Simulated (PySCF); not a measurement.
Structure with atom numbers: `[CH3:1][NH2+:2][BH2-:3][PH2:4]`. Hydrogens are named by the atom that carries them.

Geometry: PBE0-D3(BJ)/def2-SVP; GIAO shifts from PySCF 2.14.0 with density-fitted response routines, gas phase, non-relativistic, averaged over equivalent atoms.

At mPW1PW91/pcSseg-2 (277 basis functions, 30 s wall time on 1 thread of an Arm Neoverse V1, shared host):
```json
{"atoms": "C1", "δ (ppm)": "36.0"}
{"atoms": "N2", "δ (ppm)": "57.7"}
{"atoms": "B3", "δ (ppm)": "-18.3"}
{"atoms": "P4", "δ (ppm)": "-238.5"}
{"atoms": "H(N2)", "δ (ppm)": "2.71"}
{"atoms": "H(C1)", "δ (ppm)": "2.56"}
{"atoms": "H(B3)", "δ (ppm)": "2.50"}
{"atoms": "H(P4)", "δ (ppm)": "1.88"}
```

Chemical shifts δ = σref − σ; TMS for ¹³C (183.53 ppm), ¹H (31.29 ppm); NH3 for ¹⁵N (260.49 ppm); ¹¹B (99.12 ppm) vs BF3·OEt2; H3PO4 for ³¹P (294.97 ppm), all at this level.

Problem. What do these become at PBE/pcSseg-2?

Solution. 
| atoms | δ at PBE/pcSseg-2 | change |
| --- | --- | --- |
| C1 | 36.4 | +0.4 |
| N2 | 67.7 | +10.0 |
| B3 | -20.0 | -1.7 |
| P4 | -240.7 | -2.2 |
| H(N2) | 2.74 | +0.03 |
| H(C1) | 2.60 | +0.04 |
| H(B3) | 2.63 | +0.13 |
| H(P4) | 1.97 | +0.09 |

Scale: ¹³C (σref 179.39) and ¹H (σref 31.18) against TMS; ¹⁵N (σref 261.04) vs NH3; BF3·OEt2 for ¹¹B (σref 92.70); ³¹P (σref 281.80) vs H3PO4 (reference shieldings calculated alike).

The largest change is at N2 (donor nitrogen of a Lewis adduct). Cost: 277 basis functions, 42 s wall time on 1 thread of an Arm Neoverse V1, shared host.

Experimental scales use liquid or dissolved standards, which lie at an offset from isolated NH3 (liquid NH3: subtract about 20 ppm) and H3PO4.
